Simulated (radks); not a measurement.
Task: Cs4+, 51 electrons, occupied as [Kr] 4d10 5s2 5p3. Method: Dirac Kohn-Sham, LDA (Slater exchange, Perdew-Wang correlation), spin-unpolarised, spherical densities, finite nucleus; open shells fill j = l - 1/2 first; Fermi nuclear charge, rms radius 4.8041 fm; computed with a radial shooting solver on a logarithmic mesh with Libxc functionals. Some entries of the table are withheld. Estimate them.

orbital,occ.,eigenvalue (hartree),<r^2> (bohr^2)
1s1/2,2,-1314.682,0.0009266
2s1/2,2,-207.5476,0.01479
2p1/2,2,-195.4566,(1)
2p3/2,4,-182.5275,(2)
3s1/2,2,-44.40103,0.1024
3p1/2,2,-39.33764,(3)
3p3/2,4,-36.86074,(4)
3d3/2,4,-27.92518,0.08719
3d5/2,6,-27.39866,0.08945
4s1/2,2,-9.65075,0.5446
4p1/2,2,(5),0.5898
4p3/2,4,(6),0.6359
4d3/2,4,-4.35125,0.7945
4d5/2,6,-4.26598,0.8140
5s1/2,2,(7),2.997
5p1/2,2,-1.93056,3.674
5p3/2,1,-1.84939,3.931

Result: 
(1) 2p1/2 <r^2> (bohr^2): 0.01089
(2) 2p3/2 <r^2> (bohr^2): 0.01217
(3) 3p1/2 <r^2> (bohr^2): 0.09705
(4) 3p3/2 <r^2> (bohr^2): 0.1049
(5) 4p1/2 eigenvalue (hartree): -7.83090
(6) 4p3/2 eigenvalue (hartree): -7.31967
(7) 5s1/2 eigenvalue (hartree): -2.42898
